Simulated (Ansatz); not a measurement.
Constitutional and geometric isomers with formula CH6OSi2. Gas-phase values, no solvent. One relaxed conformer stands for each flexible species; it need not be the lowest. Strings in code marks are SMILES.

Quantity: vertical ionisation energy (energy after one electron is removed minus that of the parent at the parent's geometry), in eV. The restricted reference of `OC[SiH]=[SiH2]`, `C=[SiH][SiH2]O` and `C/[SiH]=[SiH]\O` is unstable towards unrestricted orbitals.

A: `[SiH3][C@@H]1O[SiH2]1`
B: `C=[SiH][SiH2]O` (C–Si–Si–O torsion -11°, Si–Si–O–H torsion -47°)
C: `OC1[SiH2][SiH2]1` (H–O–C–Si torsion 63°)
D: `C/[SiH]=[SiH]\O` (Si–Si–O–H torsion 132°)
E: `[SiH3][Si@@H]1CO1`
F: `OC[SiH]=[SiH2]` (H–O–C–Si torsion -173°, O–C–Si–Si torsion -106°)

Q: Put the candidates in order of vertical ionisation energy (energy after one electron is removed minus that of the parent at the parent's geometry), lowest first, for frozen-core CCSD(T)/cc-pVTZ // B3LYP-D3(BJ)/def2-TZVP (Ansatz, a quantum-chemistry and plane-wave program).

A: D (7.60 eV), F (7.91 eV), B (8.67 eV), C (8.70 eV), E (9.70 eV), A (9.85 eV)
